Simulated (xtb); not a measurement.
C$_{5}$H$_{9}$O$_{2}$ (SMILES [CH2]CCOC(C)=O), doublet, from a rough starting geometry; GFN2-xTB (xtb).

Here is a job for xtb.
```
$ xtb mol.xyz --gfn 2 --uhf 1 --opt vtight --json

# file mol.xyz
16

C     -2.92018663     0.84250960    -0.00977905
C     -1.60234101     0.69743329     0.59556808
C     -0.68793444    -0.10951042    -0.29457216
O      0.64639405    -0.01326619     0.20707859
C      1.64314184    -0.73856555    -0.44701098
C      2.90498091    -0.57159728     0.24525347
O      1.38388685    -1.44702575    -1.35349106
H     -3.80718174     0.90889847     0.58686729
H     -3.07701912     1.07831429    -1.09096949
H     -1.64384696     0.20714926     1.48453156
H     -1.10288736     1.67751606     0.74356961
H     -0.60660027     0.32268045    -1.34845265
H     -0.91073317    -1.17422278    -0.42316749
H      3.34153089    -1.61389288     0.55984609
H      2.86706915     0.04051351     1.09855384
H      3.60982855    -0.09743506    -0.43700384
```

The log (banner, timings and long lists left out):

```
   ID    Z sym.   atoms
    1    6 C      1-3, 5, 6
    2    8 O      4, 7
    3    1 H      8-16

           -------------------------------------------------
          |                Calculation Setup                |
           -------------------------------------------------

           -------------------------------------------------
          |                 G F N 2 - x T B                 |
           -------------------------------------------------

          ...................................................
          :                      SETUP                      :
          :.................................................:
          :  # basis functions                  37          :
          :  # atomic orbitals                  37          :
          :  # shells                           23          :
          :  # electrons                        41          :
          :  max. iterations                   250          :
          :  Hamiltonian                  GFN2-xTB          :
          :  restarted?                      false          :
          :  GBSA solvation                  false          :
          :  PC potential                    false          :
          :  electronic temp.          300.0000000     K    :
          :  accuracy                    1.0000000          :
          :  -> integral cutoff          0.2500000E+02      :
          :  -> integral neglect         0.1000000E-07      :
          :  -> SCF convergence          0.1000000E-05 Eh   :
          :  -> wf. convergence          0.1000000E-03 e    :
          :  Broyden damping             0.4000000          :
          :  net charge                          0          :
          :  unpaired electrons                  1          :
          ...................................................

 iter      E             dE          RMSdq      gap      omega  full diag
   1    -23.5419944 -0.235420E+02  0.444E+00    3.40       0.0  T
   2    -23.5995451 -0.575507E-01  0.233E+00    2.54       1.0  T
   3    -23.6017047 -0.215965E-02  0.124E+00    2.78       1.0  T
   4    -23.6044603 -0.275563E-02  0.158E-01    2.32       1.0  T
   5    -23.6045976 -0.137233E-03  0.710E-02    2.35       1.0  T
   6    -23.6046021 -0.450683E-05  0.264E-02    2.36       1.0  T
   7    -23.6046031 -0.981537E-06  0.701E-03    2.37       3.6  T
   8    -23.6046032 -0.109422E-06  0.194E-03    2.36      12.9  T
[...]
 * total energy  :   -23.3500807 Eh     change       -0.1686740E-05 Eh
 * total energy  :   -23.3500812 Eh     change       -0.5009453E-06 Eh
 * total energy  :   -23.3500821 Eh     change       -0.9220912E-06 Eh
 * total energy  :   -23.3500823 Eh     change       -0.2323029E-06 Eh
 * total energy  :   -23.3500825 Eh     change       -0.1724134E-06 Eh
 * total energy  :   -23.3500826 Eh     change       -0.1122772E-06 Eh
 * total energy  :   -23.3500828 Eh     change       -0.2227997E-06 Eh
 * total energy  :   -23.3500830 Eh     change       -0.1818196E-06 Eh
 * total energy  :   -23.3500832 Eh     change       -0.1931314E-06 Eh
 * total energy  :   -23.3500834 Eh     change       -0.2044141E-06 Eh
 * total energy  :   -23.3500836 Eh     change       -0.1582460E-06 Eh
 * total energy  :   -23.3500836 Eh     change       -0.6763798E-07 Eh
   *** GEOMETRY OPTIMIZATION CONVERGED AFTER 44 ITERATIONS ***
         :: total energy             -23.350083622348 Eh    ::
[...]
 Mol. C8AA /au·bohr⁸  :      46269.861011
 Mol. α(0) /au        :         69.244166

Wiberg/Mayer (AO) data.
largest (>0.10) Wiberg bond orders for each atom

 ---------------------------------------------------------------------------
     #   Z sym  total        # sym  WBO       # sym  WBO       # sym  WBO
 ---------------------------------------------------------------------------
     1   6 C    3.183 --     2 C    1.109     9 H    0.984     8 H    0.984
     2   6 C    3.995 --     1 C    1.109     3 C    1.004    11 H    0.932
                            10 H    0.931
     3   6 C    3.927 --     2 C    1.004    12 H    0.968    13 H    0.968
                             4 O    0.938
     4   8 O    2.303 --     5 C    1.132     3 C    0.938     7 O    0.174
     5   6 C    3.917 --     7 O    1.754     4 O    1.132     6 C    0.986
     6   6 C    3.991 --     5 C    0.986    15 H    0.984    14 H    0.966
                            16 H    0.961
     7   8 O    2.036 --     5 C    1.754     4 O    0.174
     8   1 H    0.998 --     1 C    0.984
     9   1 H    0.998 --     1 C    0.984
    10   1 H    0.993 --     2 C    0.931
    11   1 H    0.993 --     2 C    0.932
    12   1 H    0.997 --     3 C    0.968
    13   1 H    0.997 --     3 C    0.968
    14   1 H    0.993 --     6 C    0.966
    15   1 H    0.995 --     6 C    0.984
    16   1 H    0.994 --     6 C    0.961
 ---------------------------------------------------------------------------

Topologies differ in total number of bonds
Writing topology from bond orders to xtbtopo.mol

molecular dipole:
                 x           y           z       tot (Debye)
 q only:       -0.081       0.552       0.778
   full:       -0.001       0.581       0.832       2.579
molecular quadrupole (traceless):
                xx          xy          yy          xz          yz          zz
 q only:        6.002       0.600      -2.665       3.351      -3.361      -3.337
  q+dip:        4.824       1.546      -1.896       3.366      -4.449      -2.928
   full:        5.188       1.557      -1.858       3.328      -4.974      -3.330

optimized geometry written to: xtbopt.xyz

           -------------------------------------------------
          | TOTAL ENERGY              -23.350083622348 Eh   |
          | GRADIENT NORM               0.000035225341 Eh/α |
          | HOMO-LUMO GAP               2.443133173859 eV   |
           -------------------------------------------------

normal termination of xtb
```
